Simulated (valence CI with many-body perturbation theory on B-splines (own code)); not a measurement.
## Missing levels of Xe L

Calculated by configuration interaction combined with many-body perturbation theory (CI+MBPT): three valence electrons over a frozen Dirac-Fock core [He], radial functions for each j: 11 s, 11 p, 9 d, 7 f, 5 g, 2 h, 1 i, with the one-electron correlation potential Σ1, the two-electron term Σ2, the three-electron term Σ3, Breit, model QED; selected CI, second order for the rest (own B-spline code, finite nucleus).

The last digits are not significant, and no measured levels were compared; by estimate large intervals hold to a few tenths of a per cent, small ones and those within an open d or f shell to about a per cent.

```tsv
Level	E (eV)
(2s^2 2p1/2) J=1/2	0.0
(2s 2p1/2^2) J=1/2	163.4
(2s^2 2p3/2) J=3/2	?
(2s 2p1/2 2p3/2) J=3/2 [a]	472.3
(2s 2p1/2 2p3/2) J=5/2	504.0
(2s 2p1/2 2p3/2) J=3/2 [b]	554.1
(2s 2p1/2 2p3/2) J=1/2	554.3
(2p1/2^2 2p3/2) J=3/2	729.0
(2s 2p3/2^2) J=5/2	848.8
(2s 2p3/2^2) J=1/2	922.5
(2s 2p3/2^2) J=3/2	?
(2p1/2 2p3/2^2) J=3/2	1055.6
(2p1/2 2p3/2^2) J=5/2	?
(2p1/2 2p3/2^2) J=1/2	1113.6
(2p3/2^3) J=3/2	?
(2s^2 3s) J=1/2	5181.9
(2s^2 3p1/2) J=1/2	?
(2s 2p1/2 3s) J=1/2 [a]	5292.7
(2s 2p1/2 3s) J=3/2	5309.1
(2s 2p1/2 3s) J=1/2 [b]	?
```

Levels are named by their leading jj configuration (3d3/2^4 stands for four electrons in 3d with j = 3/2), which in mixed levels can hold well under half, so a name can repeat and another be missing. Letters in brackets count levels of one name in rising energy.

Problem. The levels stand in rising order. What does the calculation give for the missing energies?

Solution. (2s^2 2p3/2) J=3/2 358.3; (2s 2p3/2^2) J=3/2 923.5; (2p1/2 2p3/2^2) J=5/2 1075.2; (2p3/2^3) J=3/2 1446.5; (2s^2 3p1/2) J=1/2 5238.5; (2s 2p1/2 3s) J=1/2 [b] 5331.5.
